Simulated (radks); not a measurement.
Problem. The fluorine anion F-, [Ne], held by a Watson sphere: a shell of charge +1 at radius R that stands for the Madelung well of a crystal (potential energy -1/R inside, -1/r outside, in hartree with lengths in bohr). Method: non-relativistic Kohn-Sham, PBE, spin-unpolarised, spherical densities, point nucleus; computed with a radial shooting solver on a logarithmic mesh with Libxc functionals. Response by self-consistent Sternheimer equations with the Hartree and adiabatic LDA kernel. The sphere does not respond.

R (bohr)  e(1s) (eV)  e(2s) (eV)  e(2p) (eV)  <r> 2p (bohr)  sum of <r^2> (bohr^2)  X-ray form factor at sin(theta)/lambda = 0.1 1/angstrom  alpha (bohr^3)
2.06         -657.90     -27.220      -8.900          1.225                  15.10                                                    9.005           8.221
2.44         -657.22     -26.113      -7.871          1.250                  15.82                                                    8.969           9.996
2.48         -657.15     -26.009      -7.771          1.253                  15.89                                                    8.966           10.19
2.66         -656.82     -25.563      -7.342          1.262                  16.18                                                    8.952           11.07
2.95         -656.32     -24.921      -6.716          1.275                  16.59                                                    8.934           12.51
3.12         -656.03     -24.584      -6.383          1.281                  16.81                                                    8.925           13.37

Estimate the row for R = 3.47 bohr.

Solution. e(1s) (eV) -655.49; e(2s) (eV) -23.964; e(2p) (eV) -5.767; <r> 2p (bohr) 1.292; sum of <r^2> (bohr^2) 17.20; X-ray form factor at sin(theta)/lambda = 0.1 1/angstrom 8.910; alpha (bohr^3) 15.14.
